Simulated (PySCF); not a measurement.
A GIAO shielding run with PySCF 2.14 (density fitting, non-relativistic, gas phase) on `InChI=1S/C6H13NO/c1-3-4-5-7-6(2)8/h3-5H2,1-2H3,(H,7,8)`:

```
{"job": {"kind": "nmr", "xc": "PBE0", "basis": "6-31G*", "pop": true}, "charge": 0, "multiplicity": 1}
C     -2.879447    -0.854367     0.088956
C     -1.493353    -0.320433     0.410460
C     -1.192014     1.013095    -0.258203
C      0.206303     1.545750     0.032822
N      1.261130     0.688487    -0.450320
C      2.071755    -0.023582     0.384856
C      3.069460    -0.919242    -0.318101
O      1.997164     0.051029     1.595150
H     -3.006985    -1.012446    -0.994560
H     -3.665448    -0.152482     0.411973
H     -3.068532    -1.816313     0.589137
H     -0.730998    -1.056455     0.102395
H     -1.372099    -0.211666     1.501741
H     -1.331630     0.918878    -1.351937
H     -1.924673     1.771110     0.070760
H      0.364179     1.627641     1.118588
H      0.322910     2.556473    -0.394915
H      1.352304     0.549754    -1.448166
H      3.734854    -1.359472     0.433039
H      3.665785    -0.355303    -1.051634
H      2.549575    -1.728388    -0.854758
```

Hardware: 1 thread of an Arm Neoverse V1, shared host. The job also computes population analyses, field gradients.

Question: How large is the calculation?

Answer: 64 electrons, 138 basis functions and 878 auxiliary functions.

Question: How long does it take?

Answer: 18 s of wall time, with 14 SCF cycles and 5 response iterations. Times on a shared host scatter by some tens of per cent.

Question: And these other runs on the same molecule and hardware: GIAO shielding at PBE0/aug-cc-pVDZ; GIAO shielding at PBE0/cc-pVDZ; GIAO shielding at PBE0/def2-SVP; GIAO shielding at PBE0/def2-TZVP; GIAO shielding at PBE0/pcSseg-0; GIAO shielding at B97-D/pcSseg-1?

Answer: PBE0/aug-cc-pVDZ: 301 functions, 65 s; PBE0/cc-pVDZ: 177 functions, 28 s; PBE0/def2-SVP: 177 functions, 24 s; PBE0/def2-TZVP: 326 functions, 73 s; PBE0/pcSseg-0: 98 functions, 12 s; B97-D/pcSseg-1: 201 functions, 45 s.
